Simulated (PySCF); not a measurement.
HSZn, neutral, multiplicity 2. Atoms are numbered in the order given.

```xyz
3

Zn     0.0015     0.8276     0.0000
S     -0.0817    -1.4557     0.0000
H      1.2619    -1.5384     0.0000
```
Charge 0, spin multiplicity 2.

Geometry: B3LYP-D3(BJ)/def2-TZVP. The spin state was assumed, not searched. The isomer is the one that the SMILES or the coordinates give; other isomers of the formula were not compared.

Computed with M06-2X/def2-TZVPD (PySCF).

Isolated molecule, no solvent.

Question: Estimate the frontier levels, dipole moment and polarisability. (An estimate is asked for; the answer gives what the named calculation found.)

Answer: 
```json
{
  "α spin, highest occupied and lowest empty level": "-6.88 and -0.55 eV",
  "β spin, highest occupied and lowest empty level": "-8.23 and -3.70 eV",
  "dipole_moment": "2.04 D",
  "quadrupole, principal values (traceless, Buckingham form, about the centre of nuclear charge)": "-4.72, -0.83, 5.56 D·Å",
  "mean_static_polarisability": "61.8 bohr³ (9.16 Å³)",
  "polarisability_principal_values": "53.9, 54.1, 77.4 bohr³",
  "⟨S²⟩": "0.754 (pure state 0.75)"
}
```
